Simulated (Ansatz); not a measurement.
The cluster Li4H3, relaxed as a doublet with UKS PBE-D4/def2-TZVP in Ansatz, starting from the GFN2-xTB geometry. Force threshold 0.02 eV/Å.

The structure comes from a short search, and lower isomers may exist.

Start:

Cartesian coordinates in Å:
```
Li 0.2520 -1.4382 0.5628
Li -0.9800 0.8423 0.8221
Li -0.0756 0.2282 -1.5461
Li 1.9282 0.4842 0.0794
H -0.2964 -1.3336 -1.0100
H -0.5929 1.4959 -0.5777
H -0.2354 -0.2787 1.6694
```

```
step  energy (eV)  largest force component (eV/Å)  SCF passes
   1    -864.0062                           0.584          23
   2    -864.3122                           0.274          23
   3    -864.4302                           0.262          26
   4    -864.5703                           0.288          26
   5    -864.6837                           0.112          27
   6    -864.7461                           0.209          26
   7    -864.8728                           0.253          26
   8    -865.0000                           0.232          24
   9    -865.0398                           0.029          26
  10    -865.0400                           0.019          22
```

Force components are those of the run's own axes.

End:

Cartesian coordinates in Å:
```
Li 0.367 -1.624 0.402
Li -1.082 0.408 0.493
Li 0.034 0.048 -1.712
Li 1.361 0.917 0.511
H -0.985 -1.015 -0.647
H -0.010 1.450 -0.556
H 0.315 -0.183 1.510
```

Bonds formed: Li2–H5, Li4–H6, Li4–H7 (atoms count from 1). Metal–metal contacts that move far: Li2–Li4 3.02 to 2.49 Å.

No frequencies were taken in this run, so the end may be a saddle point.

It took 7 s on 4 threads of Arm Neoverse V2 on a shared host.
